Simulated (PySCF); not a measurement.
**From a log to its input**

A PySCF 2.14 run on the atoms P 0 0 0; Se 0 0 1.962 (angstrom) printed this (some set-up lines and the per-cycle HOMO/LUMO lines with their warnings removed):

```
PySCF version 2.14.0

[INPUT] verbose = 4
[INPUT] num. atoms = 2
[INPUT] num. electrons = 49
[INPUT] charge = 0
[INPUT] spin (= nelec alpha-beta = 2S) = 3
[INPUT] symmetry True subgroup None
[INPUT] Mole.unit = angstrom

nuclear repulsion = 137.55370926055
point group symmetry = Coov
symmetry origin: [0.         0.         2.57265001]
symmetry axis x: [1. 0. 0.]
symmetry axis y: [0. 1. 0.]
symmetry axis z: [0. 0. 1.]
num. orbitals of irrep A1 = 20
num. orbitals of irrep E1x = 11
num. orbitals of irrep E1y = 11
num. orbitals of irrep E2x = 4
num. orbitals of irrep E2y = 4
number of shells = 20
number of NR pGTOs = 146
number of NR cGTOs = 50
basis = 6-31g*
ecp = {}

******** <class 'pyscf.dft.uks_symm.SymAdaptedUKS'> ********
method = SymAdaptedUKS
initial guess = minao
damping factor = 0
level_shift factor = 0
DIIS = <class 'pyscf.scf.diis.CDIIS'>
diis_start_cycle = 1
diis_space = 8
diis_damp = 0
SCF conv_tol = 1e-09
SCF conv_tol_grad = None
SCF max_cycles = 50
direct_scf = True
direct_scf_tol = 1e-13
number electrons alpha = 26  beta = 23
XC library pyscf.dft.libxc version 7.0.0
    S. Lehtola, C. Steigemann, M. J.T. Oliveira, and M. A.L. Marques.,  SoftwareX 7, 1–5 (2018)
XC functionals = b3lyp
    P. J. Stephens, F. J. Devlin, C. F. Chabalowski, and M. J. Frisch.,  J. Phys. Chem. 98, 11623 (1994)
radial grids:
    Treutler-Ahlrichs [JCP 102, 346 (1995); DOI:10.1063/1.469408] (M4) radial grids

becke partition: Becke, JCP 88, 2547 (1988); DOI:10.1063/1.454033
pruning grids: <function nwchem_prune>
grids dens level: 3
symmetrized grids: True
atomic radii adjust function: <function treutler_atomic_radii_adjust>
small_rho_cutoff = 0
Freeze 0 electrons in irreps []
    49 free electrons in irreps A1 E1x E1y E2x E2y
Set gradient conv threshold to 3.16228e-05
tot grids = 39608
init E= -2741.96489611005

cycle= 1 E= -2742.50275380865  delta_E= -0.538  |g|= 0.119  |ddm|= 1.62

cycle= 2 E= -2742.44071346675  delta_E= 0.062  |g|= 0.269  |ddm|= 1.17

cycle= 3 E= -2742.50295567083  delta_E= -0.0622  |g|= 0.0819  |ddm|= 1.16

cycle= 4 E= -2742.47716534754  delta_E= 0.0258  |g|= 0.138  |ddm|= 1.12

cycle= 5 E= -2742.48407807697  delta_E= -0.00691  |g|= 0.107  |ddm|= 0.0673

cycle= 6 E= -2742.49265412944  delta_E= -0.00858  |g|= 0.0418  |ddm|= 0.127

cycle= 7 E= -2742.49404296479  delta_E= -0.00139  |g|= 0.0117  |ddm|= 0.0573

cycle= 8 E= -2742.49417121361  delta_E= -0.000128  |g|= 0.00219  |ddm|= 0.0205

cycle= 9 E= -2742.49417603093  delta_E= -4.82e-06  |g|= 0.000174  |ddm|= 0.0044

cycle= 10 E= -2742.49417611254  delta_E= -8.16e-08  |g|= 0.00011  |ddm|= 0.000866

cycle= 11 E= -2742.49417612448  delta_E= -1.19e-08  |g|= 1.76e-05  |ddm|= 0.000237

cycle= 12 E= -2742.49417612473  delta_E= -2.5e-10  |g|= 5.25e-06  |ddm|= 3.12e-05

Extra cycle  E= -2742.49417612473  delta_E= 1.82e-12  |g|= 4.9e-06  |ddm|= 8.62e-06
converged SCF energy = -2742.49417612473  <S^2> = 3.7560135  2S+1 = 4.0030056

******** <class 'pyscf.grad.uks.Gradients'> for <class 'pyscf.dft.uks_symm.SymAdaptedUKS'> ********
unit = Eh/Bohr
grid_response = False
--------------- SymAdaptedUKS gradients ---------------
         x                y                z
0 P     0.0000000000     0.0000000000     0.1058990603
1 Se     0.0000000000     0.0000000000    -0.1059165460
----------------------------------------------
Dipole moment(X, Y, Z, Debye):  0.00000,  0.00000, -0.52132
orbital energies (hartree): [array([-0.3395, -0.2066, -0.2066,  0.0059,  0.1521,  0.2043]), array([-0.4846, -0.2951, -0.2951, -0.2553, -0.095 , -0.095 ])]
```

Task: Write the input that gave this log.

Result: The input was:

```python
from pyscf import gto, dft

mol = gto.M(
    atom='P 0 0 0; Se 0 0 1.962',
    basis='6-31g*',
    charge=0,
    spin=3,
    symmetry=True,
    verbose=4,
)
mf = dft.UKS(mol, xc='b3lyp')
mf.kernel()
mf.nuc_grad_method().kernel()
mf.dip_moment()
print('orbital energies (hartree):', [e[max(0, n-3):n+3].round(4) for e, n in zip(mf.mo_energy, mol.nelec)])
```

The bond length is a typed value, not an optimised one. No search for the lowest solution was made.
